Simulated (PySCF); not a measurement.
PySCF job for Al(Et)(OH)(NH2) (C2H8AlNO), SMILES C[CH2][Al]([NH2])[OH], IEF-PCM-B3LYP/def2-SVP. The structure is a stationary point at PBE0-D3(BJ)/def2-SVP. The structure was generated by enumeration; whether it is a known compound was not checked. Other conformers were not sampled.

```python
import numpy as np
from pyscf import gto, scf, dft
from pyscf.solvent import pcm

mol = gto.M(
    atom='''
    Al   -0.08863168    0.03743028    0.53268607
    C     0.18271396   -0.96690973   -1.12079571
    C     0.36792652   -0.11246462   -2.37654473
    H    -0.69674392   -1.62703266   -1.24448089
    H     1.03577393   -1.65685109   -0.98985287
    H     1.27437737    0.51162218   -2.31560391
    H    -0.47809206    0.57634518   -2.52619381
    H     0.45946423   -0.72423871   -3.28976197
    O    -0.95407392    1.50704564    0.42212524
    H    -1.17226008    2.11151312    1.13105679
    N     0.51679754   -0.53928031    2.09963660
    H     0.39135712   -0.08966035    2.99913489
    H     1.04950099   -1.39344834    2.22036737
    ''',
    basis='def2-SVP',
    charge=0,
    spin=0,
    max_memory=1600,
    verbose=3,
)
mf = dft.RKS(mol, xc='b3lyp').density_fit(auxbasis='def2-universal-jkfit')
mf.grids.level = 3
mf.conv_tol = 1e-9
mf.max_cycle = 100
mf.kernel()
res = {}
for name, eps in {'water': 78.355, 'benzene': 2.2706, '1-octanol': 9.8629}.items():
    s = mf.PCM()
    s.with_solvent.method, s.with_solvent.eps, s.with_solvent.lebedev_order = 'IEF-PCM', eps, 29
    s.kernel(mf.make_rdm1())
    res[name] = (s.e_tot, eps, s.dip_moment(), s.mo_energy, s.converged)
    print(f'{name}: electrostatic solvation free energy {(s.e_tot - mf.e_tot) * 627.509474:.3f} kcal/mol')
```

Output:

```
converged SCF energy = -453.317859919674

WARN: PCM is an experimental feature. It is still in testing.
Features and APIs may be changed in the future.

converged SCF energy = -453.327410810517
Dipole moment(X, Y, Z, Debye):  0.60363, -0.42228,  2.49282
water: electrostatic solvation free energy -5.993 kcal/mol

WARN: PCM is an experimental feature. It is still in testing.
Features and APIs may be changed in the future.

converged SCF energy = -453.322012481431
Dipole moment(X, Y, Z, Debye):  0.50590, -0.35090,  2.22125
benzene: electrostatic solvation free energy -2.606 kcal/mol

WARN: PCM is an experimental feature. It is still in testing.
Features and APIs may be changed in the future.

converged SCF energy = -453.32602550638
Dipole moment(X, Y, Z, Debye):  0.57415, -0.40170,  2.42171
1-octanol: electrostatic solvation free energy -5.124 kcal/mol
```

The calculation finished and met its thresholds.

Cost: about 4 core-minutes (a rough figure).
